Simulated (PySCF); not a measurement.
Job file and geometry (Å, from PBE0-D3(BJ)/def2-SVP) of an NMR shielding run on `C#C[Si]1(C=C)CC=CC1`, C₈H₁₀Si, GIAO wB97X-D/pcSseg-1 NMR shielding, non-relativistic, gas phase (PySCF 2.14.0, density-fitted response routines); density fitting, a coarse starting grid and PySCF grid level 2 are the driver's defaults:

```
$ OMP_NUM_THREADS=1 python probes_run.py task.json out

{"job": {"kind": "nmr", "xc": "wB97X-D", "basis": "pcSseg-1", "pop": false}, "charge": 0, "multiplicity": 1}
C      1.507504     2.755440     0.289317
C      0.958845     1.670378     0.222166
Si     0.125204     0.031746     0.120682
C      1.437347    -1.287170    -0.017696
C      2.753466    -1.051903    -0.059232
C     -1.176722    -0.029983    -1.261772
C     -2.451250    -0.294715    -0.505062
C     -2.414803    -0.396843     0.831951
C     -1.098763    -0.244536     1.547798
H      1.987986     3.716087     0.348808
H      1.093651    -2.329961    -0.073290
H      3.488575    -1.860061    -0.145783
H      3.152098    -0.032151    -0.007933
H     -0.965986    -0.820097    -2.003413
H     -1.224043     0.915628    -1.828718
H     -3.396517    -0.399500    -1.049793
H     -3.329279    -0.586947     1.405592
H     -1.110283     0.603308     2.254041
H     -0.850752    -1.137697     2.147478
```

**Question.** What does the program print?

**Answer.** 
```
coarse grid: 16512 points
cycle   1  E = -600.0061579347  dE =  1.269e+00  |g| = 3.967e-01  |ddm| = 4.026e+00
cycle   2  E = -600.0360989254  dE = -2.994e-02  |g| = 2.662e-01  |ddm| = 6.911e-01
cycle   3  E = -600.0519990682  dE = -1.590e-02  |g| = 8.373e-02  |ddm| = 2.533e-01
cycle   4  E = -600.0534010427  dE = -1.402e-03  |g| = 4.258e-02  |ddm| = 8.365e-02
cycle   5  E = -600.0538544542  dE = -4.534e-04  |g| = 4.413e-03  |ddm| = 4.351e-02
cycle   6  E = -600.0538600847  dE = -5.631e-06  |g| = 1.916e-03  |ddm| = 8.123e-03
final grid: 155312 points
cycle   7  E = -600.1177173410  dE = -2.046e-04  |g| = 5.576e-03  |ddm| = 5.125e-02
cycle   8  E = -600.1177211417  dE = -3.801e-06  |g| = 4.394e-03  |ddm| = 1.130e-02
cycle   9  E = -600.1177257912  dE = -4.649e-06  |g| = 6.934e-04  |ddm| = 3.805e-03
cycle  10  E = -600.1177259139  dE = -1.227e-07  |g| = 3.579e-04  |ddm| = 1.233e-03
cycle  11  E = -600.1177259449  dE = -3.102e-08  |g| = 8.924e-05  |ddm| = 3.918e-04
cycle  12  E = -600.1177259470  dE = -2.088e-09  |g| = 3.074e-05  |ddm| = 1.239e-04
cycle  13  E = -600.1177259472  dE = -2.360e-10  |g| = 1.754e-05  |ddm| = 5.242e-05
converged SCF energy = -600.1177259472

GIAO shielding tensors (ppm)
atom      isotropic    diamagn.    paramagn.     s11        s22        s33       span
  0 C       78.058     262.673    -184.615     -7.580     -2.400    244.153    251.733
  1 C       96.906     260.608    -163.702     -3.384      1.114    292.987    296.371
  2 Si     359.497     882.526    -523.029    330.700    373.275    374.518     43.818
  3 C       43.314     262.840    -219.526    -78.973     36.034    172.882    251.854
  4 C       37.589     252.503    -214.915    -92.409     40.961    164.214    256.623
  5 C      164.769     255.774     -91.005    154.504    157.381    182.422     27.918
  6 C       43.310     254.935    -211.625    -71.911     62.686    139.156    211.067
  7 C       43.335     255.019    -211.685    -71.943     62.810    139.136    211.079
  8 C      164.826     256.097     -91.270    154.605    157.438    182.436     27.831
  9 H       28.917      32.432      -3.515     23.837     24.081     38.833     14.996
 10 H       25.229      31.290      -6.061     22.886     24.625     28.176      5.290
 11 H       24.937      27.316      -2.379     21.875     24.245     28.690      6.815
 12 H       24.717      30.709      -5.992     21.534     23.353     29.265      7.731
 13 H       29.959      31.584      -1.625     25.920     27.892     36.064     10.144
 14 H       29.716      31.169      -1.453     25.505     28.038     35.605     10.100
 15 H       25.356      28.695      -3.339     23.094     25.710     27.264      4.170
 16 H       25.348      28.591      -3.242     23.097     25.697     27.252      4.155
 17 H       29.715      30.834      -1.119     25.499     28.033     35.613     10.115
 18 H       29.950      31.252      -1.301     25.912     27.865     36.074     10.162
```

**Question.** Turn these shieldings into chemical shifts. Chemical shifts δ = σref − σ; TMS for ¹³C (σ = 184.54 ppm), ²⁹Si (σ = 352.93 ppm), ¹H (σ = 31.38 ppm), all at this level.

**Answer.** Averaging equivalent atoms: C 4: 146.9; C 3: 141.2; C 6/7: 141.2; C 0: 106.5; C 1: 87.6; C 5/8: 19.7; Si 2: -6.6; H 12: 6.66; H 11: 6.44; H 10: 6.15; H 15/16: 6.03; H 9: 2.46; H 14/17: 1.66; H 13/18: 1.43 ppm. 

Size and cost of the density-fitted run: 210 basis functions, 57 s wall time on 1 thread of an AMD EPYC 7R43 64-Core, shared host; peak memory 1.1 GiB.
